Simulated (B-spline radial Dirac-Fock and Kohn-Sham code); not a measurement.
## Relativistic shifts of the levels of Tl¹⁰⁺

System: thallium as Tl¹⁰⁺ in the configuration [Xe] 4f14 5d3.

Both columns are ΔSCF binding energies of the configuration average from an atomic code on a B-spline grid: non-relativistic Hartree-Fock with a point nucleus, and Dirac-Fock with a finite nucleus and the Coulomb interaction alone, averaged over the two j levels with weights 2j+1.

| shell | Hartree-Fock (eV) | Dirac-Fock (eV) | shift (eV) | shift (%) |
| --- | --- | --- | --- | --- |
| 1s | 77691.7 | 86187.5 | +8495.83 | +10.94 |
| 2s | 13313.4 | 15602.6 | +2289.20 | +17.19 |
| 2p | 12797.3 | 13570.9 | +773.62 | +6.05 |
| 3s | 3336.0 | 3911.3 | +575.29 | +17.24 |
| 3p | 3091.5 | 3309.5 | +217.94 | +7.05 |
| 3d | 2640.1 | 2618.5 | -21.61 | -0.82 |
| 4s | 894.0 | 1040.8 | +146.83 | +16.42 |
| 4p | 786.1 | 838.5 | +52.42 | +6.67 |
| 4d | 587.9 | 581.0 | -6.93 | -1.18 |
| 4f | 319.5 | 301.7 | -17.78 | -5.57 |
| 5s | 282.0 | 313.4 | +31.44 | +11.15 |
| 5p | 240.4 | 250.0 | +9.55 | +3.97 |
| 5d | 177.2 | 174.9 | -2.32 | -1.31 |

Relativity binds 1s, 2s, 2p, 3s, 3p, 4s, 4p, 5s, 5p more strongly, among those listed most of all 3s in relative terms, and 3d, 4d, 4f, 5d more weakly, because the contracted s and p shells screen the nucleus better.

Values without a named source are computed, but for edge energies of neutral atoms, which are taken from tables.
